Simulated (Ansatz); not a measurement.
(H2B-mu-NHMe)3 (C3H18B3N3), relaxed as a singlet with RKS r2SCAN-D4/def2-SVP in Ansatz, starting from the GFN2-xTB geometry. Force threshold 0.03 eV/Å.

Start:

```xyz
27

B    -0.735    0.650   -1.057
H    -1.896    0.437   -0.966
H    -0.448    1.349   -1.995
N     0.045   -0.719   -1.206
C    -0.389   -1.420   -2.412
B    -0.032   -1.676    0.049
H     0.706   -2.607   -0.130
H    -1.156   -2.002    0.230
N     0.480   -0.861    1.308
C     1.933   -0.698    1.347
B    -0.314    0.485    1.573
H    -1.449    0.228    1.799
H     0.223    1.077    2.471
N    -0.222    1.361    0.261
C    -0.904    2.640    0.447
H     1.026   -0.490   -1.341
H     0.191   -2.333   -2.558
H    -0.290   -0.778   -3.289
H    -1.436   -1.690   -2.298
H     0.230   -1.448    2.096
H     2.267   -0.075    0.518
H     2.433   -1.666    1.264
H     2.244   -0.218    2.277
H     0.762    1.574    0.122
H    -0.793    3.269   -0.437
H    -0.513    3.163    1.321
H    -1.963    2.448    0.604
```

Task: Estimate the energy that the relaxation releases and the steps that it takes.

Result: 0.11 eV, in 4 steps; 9.5 s on 2 threads of AMD EPYC 7R13 on a shared host and a share (18 GiB) of an NVIDIA H100 80GB HBM3. No frequencies were taken in this run, so the end may be a saddle point.

Task: Does the start keep its bonding and symmetry?

Result: By distances, no bond broke or formed. The bond that changes most is B1–H2, from 1.18 to 1.22 Å (atoms count from 1). Point group Cs at the start, Cs at the end, both within 0.05 Å.

Task: Predict the relaxed structure.

Result: 
```tsv
atom	x (Å)	y (Å)	z (Å)
B1	-0.6735	0.6733	-1.0782
H2	-1.8717	0.4617	-0.9957
H3	-0.3679	1.3857	-2.0335
N4	0.0761	-0.7171	-1.2231
C5	-0.4356	-1.4281	-2.4132
B6	-0.0073	-1.6717	0.0390
H7	0.7386	-2.6317	-0.1424
H8	-1.1713	-1.9866	0.2103
N9	0.4955	-0.8622	1.3136
C10	1.9634	-0.7269	1.3899
B11	-0.2869	0.4999	1.5694
H12	-1.4586	0.2439	1.7812
H13	0.2572	1.1043	2.4912
N14	-0.1931	1.3828	0.2568
C15	-0.9556	2.6339	0.4490
H16	1.0642	-0.5280	-1.4178
H17	0.1171	-2.3674	-2.5628
H18	-0.3490	-0.7898	-3.3050
H19	-1.4944	-1.6618	-2.2446
H20	0.2105	-1.4522	2.0988
H21	2.3233	-0.0973	0.5612
H22	2.4486	-1.7096	1.2977
H23	2.2595	-0.2412	2.3312
H24	0.7825	1.6700	0.1323
H25	-0.8680	3.2742	-0.4413
H26	-0.5924	3.1686	1.3391
H27	-2.0113	2.3733	0.5969
```
Bond lengths: 6 × B–N 1.58 to 1.59 Å; 3 × C–N 1.48 Å; 9 × C–H 1.10 Å; 6 × B–H 1.22 to 1.23 Å; 3 × H–N 1.02 Å.
